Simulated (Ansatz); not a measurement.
Consider the ligand exchange at the Si–C bond: `[SiH3]C#CS` + `O[Si]Br` → `[SiH3]O[Si]Br` + `C#CS`.

Calculated with Ansatz (gas phase, PBE0-D4/def2-TZVP geometries, no zero-point term in ΔE). CCSD(T)/CBS adds triple-zeta CCSD(T) − MP2 to the extrapolated MP2 energy (def2 sets, frozen cores). This one scheme is used for every species. DFT in def2-TZVPP. B3LYP here is the variant with VWN-RPA as its local correlation; programs differ in this. HSE06 is defined as in plane-wave codes. For Br outer-core shells are correlated without core-valence functions, which leaves a few kJ/mol of doubt a bond. Scalar relativity is left out up to krypton. One conformer a species, not always the lowest.

```json
{"level": "LDA (SPW92)", "ΔE (kJ/mol)": "-41.7", "difference from CCSD(T)/CBS": "15.8"}
{"level": "PBE-D4", "ΔE (kJ/mol)": "-41.2", "difference from CCSD(T)/CBS": "16.3"}
{"level": "revPBE-D4", "ΔE (kJ/mol)": "-41.3", "difference from CCSD(T)/CBS": "16.2"}
{"level": "BLYP-D4", "ΔE (kJ/mol)": "-53.3", "difference from CCSD(T)/CBS": "4.2"}
{"level": "r2SCAN-D4", "ΔE (kJ/mol)": "-48.7", "difference from CCSD(T)/CBS": "8.8"}
{"level": "B97M-V", "ΔE (kJ/mol)": "-50.2", "difference from CCSD(T)/CBS": "7.3"}
{"level": "PBE0-D4", "ΔE (kJ/mol)": "-46.8", "difference from CCSD(T)/CBS": "10.7"}
{"level": "r2SCANh-D4", "ΔE (kJ/mol)": "-50.3", "difference from CCSD(T)/CBS": "7.2"}
{"level": "r2SCAN0-D4", "ΔE (kJ/mol)": "-52.6", "difference from CCSD(T)/CBS": "4.9"}
{"level": "HSE06-D4", "ΔE (kJ/mol)": "-46.2", "difference from CCSD(T)/CBS": "11.3"}
{"level": "BHLYP-D4", "ΔE (kJ/mol)": "-65.6", "difference from CCSD(T)/CBS": "-8.1"}
{"level": "CAM-B3LYP-D4", "ΔE (kJ/mol)": "-60.4", "difference from CCSD(T)/CBS": "-2.9"}
{"level": "ωB97M-V", "ΔE (kJ/mol)": "-56.4", "difference from CCSD(T)/CBS": "1.1"}
{"level": "B2PLYP", "ΔE (kJ/mol)": "-54.4", "difference from CCSD(T)/CBS": "3.1"}
{"level": "PBE-QIDH", "ΔE (kJ/mol)": "-51.3", "difference from CCSD(T)/CBS": "6.2"}
{"level": "PBE", "ΔE (kJ/mol)": "-38.1", "difference from CCSD(T)/CBS": "19.4"}
{"level": "revPBE", "ΔE (kJ/mol)": "-35.5", "difference from CCSD(T)/CBS": "22.0"}
{"level": "BLYP", "ΔE (kJ/mol)": "-46.9", "difference from CCSD(T)/CBS": "10.6"}
{"level": "r2SCAN", "ΔE (kJ/mol)": "-48.2", "difference from CCSD(T)/CBS": "9.3"}
{"level": "PBE0", "ΔE (kJ/mol)": "-44.0", "difference from CCSD(T)/CBS": "13.5"}
{"level": "B3LYP", "ΔE (kJ/mol)": "-51.9", "difference from CCSD(T)/CBS": "5.6"}
{"level": "r2SCAN0", "ΔE (kJ/mol)": "-51.9", "difference from CCSD(T)/CBS": "5.6"}
{"level": "HSE06", "ΔE (kJ/mol)": "-43.5", "difference from CCSD(T)/CBS": "14.0"}
{"level": "CAM-B3LYP", "ΔE (kJ/mol)": "-57.4", "difference from CCSD(T)/CBS": "0.1"}
{"level": "LC-ωPBE", "ΔE (kJ/mol)": "-51.6", "difference from CCSD(T)/CBS": "5.9"}
{"level": "RPA@PBE/def2-TZVPP", "ΔE (kJ/mol)": "-56.3", "difference from CCSD(T)/CBS": "1.2"}
{"level": "HF/def2-SVP", "ΔE (kJ/mol)": "-63.8", "difference from CCSD(T)/CBS": "-6.3"}
{"level": "CCSD/def2-SVP", "ΔE (kJ/mol)": "-55.4", "difference from CCSD(T)/CBS": "2.1"}
{"level": "CCSD(T)/def2-SVP", "ΔE (kJ/mol)": "-52.9", "difference from CCSD(T)/CBS": "4.6"}
{"level": "HF/def2-TZVPP", "ΔE (kJ/mol)": "-68.7", "difference from CCSD(T)/CBS": "-11.2"}
{"level": "MP2/def2-TZVPP", "ΔE (kJ/mol)": "-55.0", "difference from CCSD(T)/CBS": "2.5"}
{"level": "SCS-MP2/def2-TZVPP", "ΔE (kJ/mol)": "-58.2", "difference from CCSD(T)/CBS": "-0.7"}
{"level": "CCSD/def2-TZVPP", "ΔE (kJ/mol)": "-59.1", "difference from CCSD(T)/CBS": "-1.6"}
{"level": "CCSD(T)/def2-TZVPP", "ΔE (kJ/mol)": "-56.4", "difference from CCSD(T)/CBS": "1.1"}
{"level": "HF/def2-QZVPP", "ΔE (kJ/mol)": "-70.7", "difference from CCSD(T)/CBS": "-13.2"}
{"level": "MP2/def2-QZVPP", "ΔE (kJ/mol)": "-56.4", "difference from CCSD(T)/CBS": "1.1"}
{"level": "SCS-MP2/def2-QZVPP", "ΔE (kJ/mol)": "-59.3", "difference from CCSD(T)/CBS": "-1.8"}
{"level": "HF/CBS(def2)", "ΔE (kJ/mol)": "-71.0", "difference from CCSD(T)/CBS": "-13.5"}
{"level": "MP2/CBS(def2)", "ΔE (kJ/mol)": "-56.2", "difference from CCSD(T)/CBS": "1.3"}
{"level": "CCSD/CBS(def2)", "ΔE (kJ/mol)": "-60.2", "difference from CCSD(T)/CBS": "-2.7"}
{"level": "CCSD(T)/CBS", "ΔE (kJ/mol)": "-57.5", "difference from CCSD(T)/CBS": "0"}
```

Largest T1 diagnostic among the species: 0.013.

The D4 term adds −5.3 kJ/mol with B3LYP and −2.8 kJ/mol with PBE0; it sums over pairs of atoms, weighted by their polarisabilities, and B3LYP, whose exchange is more repulsive, gets the larger term. From BLYP to BHLYP (50 % exact exchange), in def2-TZVPP and without D4, ΔE moves by −12.9 kJ/mol. In def2-TZVPP, CCSD(T) changes the Hartree–Fock value by +12.4 kJ/mol (the triples alone add +2.7 kJ/mol) and MP2 by +13.7 kJ/mol.
